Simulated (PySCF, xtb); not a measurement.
Ta(NH)(OH)2(Me) (CH6NO2Ta), SMILES [CH3][Ta](=[NH])([OH])[OH], multiplicity 1.

GFN2-xTB (xtb 6.7.1) at its own geometry gives an orbital gap of 2.98 eV and a dipole moment of 3.26 D.

Geometry optimised at B3LYP-D3(BJ)/def2-SVP. The spin state was assumed, not searched. The def2 effective core potentials stand for the cores of Ta; spin–orbit coupling is left out. One conformer was computed; it need not be the lowest.

Q: What does HF/def2-TZVP (PySCF) give? (Estimate from the structure and the level; the computed values follow.)

A: gap 12.72 eV (levels -10.47 and 2.26 eV), dipole 1.24 D.
